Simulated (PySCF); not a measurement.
# Calculated NMR data

PySCF 2.14.0 with density-fitted response routines calculation with geometry from GFN2-xTB and shielding tensors at PBE0/pcSseg-1 (GIAO); non-relativistic Hamiltonian, no solvent model, fast rotation and ring inversion assumed for equivalent nuclei, one computed conformer.

δ = σ(ref) − σ, references computed at the same level: TMS for ¹H (σ = 31.72 ppm) and ¹³C (σ = 186.93 ppm). Splittings of carbon signals by F and P are missing where no couplings were computed. Where no couplings were computed, multiplicities follow the n + 1 count of equivalent neighbours, and m marks all less simple cases (inequivalent or close neighbours, rings, F or P nearby). Shifts are as computed. Against solution values, carbons near 30 ppm lie about +3 ppm off and those near 130 ppm about +5 ppm. Of 1309 compounds with measured shifts, 239 miss one by over three times the rms of a fit or turn the order of signals round; such compounds aren't used in these exercises. OH and NH positions are gas-phase values without hydrogen bonding to other molecules.

Compound 1 (C$_{7}$H$_{11}$FO). ¹H NMR (500 MHz, computed): δ 4.50 (m, 1H), 4.26 (m, 1H), 3.94 (m, 1H), 2.13 (m, 1H), 2.07 (m, 1H), 1.90 (m, 1H), 1.84 (m, 1H), 1.19 (m, 1H), 1.11 (m, 3H). ¹³C{¹H} NMR (computed): δ 77.8 (CH), 72.9 (CH2), 70.9 (C), 30.8 (CH2), 25.4 (CH2), 23.5 (CH), 8.9 (CH3). Structure: `C[C@@H]1[C@H](F)[C@]12CCCO2`.

Compound 2 (C$_{4}$H$_{7}$N$_{3}$OSi). ¹H NMR (500 MHz, computed): δ 8.98 (s, 1H), 8.51 (s, 2H), 5.25 (s, 2H), 3.68 (br s, 1H), 1.30 (br s, 1H). ¹³C{¹H} NMR (computed): δ 155.7, 147.6, 145.0. Structure: SMILES c1ncc(N[SiH2]O)cn1.

Compound 3 (C$_{7}$H$_{11}$FO). ¹H NMR (500 MHz, computed): δ 5.61 (m, 2H), 4.39 (sept, 1H), 1.71 (s, 2H), 1.45 (d, 6H). ¹³C{¹H} NMR (computed): δ 149.2, 79.9, 78.5, 76.1, 23.6, 18.5. Structure: `CC(C)OC1=C(CF)C1`.
